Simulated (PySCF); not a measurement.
Cu⁺: excitation energy

Cu⁺ [Ar] 3d10 (1S) → Cu⁺ [Ar] 3d9 4p1 (high-spin determinant), as a difference of total energies. Computed with PySCF 2.14 in aug-cc-pVDZ-PP with ECP10MDF (5s5p4d2f, 54 functions), with a scalar-relativistic core potential. Correlated levels: valence: 3s2 3p6 frozen. The calculations carry no spin-orbit coupling.

```
           method  excitation energy (eV)
              UHF                   5.923
              LDA                   8.740
              PBE                   8.130
             PBE0                   7.783
           r2SCAN                   7.630
             BLYP                   8.052
          wB97M-V                   7.975
           revPBE                   8.021
          LC-wPBE                   8.315
    MP2 (valence)                   8.993
SCS-MP2 (valence)                   8.670
```

Q: How much does correlation contribute at MP2 (valence)?

A: 8.993 − (5.923) = 3.070 eV, measured against UHF.

The determinant of the upper state mixes LS terms, which raises its energy above the lowest term, most at the Hartree-Fock and MP2 levels.
